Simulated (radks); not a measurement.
Task: The table gives one normalised radial function P(r) = r R(r) (large component) of C2+ in [He] 2s2 (r in bohr). Calculated with a radial shooting solver on a logarithmic mesh with Libxc functionals: Dirac Kohn-Sham, RPBE, spin-unpolarised, spherical densities, finite nucleus; Fermi nuclear charge, rms radius 2.4702 fm.

r,P
0.01385,0.0921
0.01525,0.1005
0.01692,0.1104
0.01863,0.1202
0.02067,0.1317
0.02275,0.1431
0.02525,0.1564
0.02779,0.1694
0.03083,0.1845
0.03421,0.2004
0.03766,0.2159
0.04179,0.2334
0.046,0.2502
0.05104,0.2688
0.05618,0.2863
0.06234,0.3054
0.06862,0.3227
0.07614,0.3409
0.08382,0.3567
0.093,0.3722
0.1024,0.3844
0.1136,0.3948
0.126,0.4012
0.1387,0.4029
0.154,0.3991
0.1695,0.3895
0.188,0.3716
0.207,0.3472
0.2297,0.3113
0.2528,0.2688
0.2805,0.2121
0.3088,0.1497
0.3426,0.0713
0.3802,-0.0176
0.4185,-0.1079
0.4643,-0.2128
0.5111,-0.3139
0.5672,-0.4249
0.6243,-0.5258
0.6927,-0.6299
0.7625,-0.7176
0.8461,-0.7979
0.9314,-0.8542
1.033,-0.8916
1.138,-0.9015
1.262,-0.8841
1.401,-0.8382
1.542,-0.7733
1.711,-0.6840
1.883,-0.5904
2.089,-0.4849
2.3,-0.3901
2.552,-0.2955
2.809,-0.2186
3.117,-0.1490
3.431,-0.0988
3.807,-0.0593
4.191,-0.0346
4.65,-0.0178

Which n and l does it have? It may be an empty orbital.

Result: n = 2, l = 0: the number of nodes gives n - l - 1 = 1, the rise at small r points to l (this Dirac orbital starts outside the nucleus as r^gamma with gamma = sqrt((l + 1)^2 - (Z/c)^2) = 1.00; the j = 1/2 orbital of l + 1 starts with the same power, but with a smaller coefficient, and then steepens), and the extent must fit the shell. The curve is that of 2s1/2. 2s1/2: eigenvalue -40.421 eV, 1 radial node at r = 0.373 bohr, <r> = 1.36 bohr, 90 % of the charge inside 2.11 bohr.
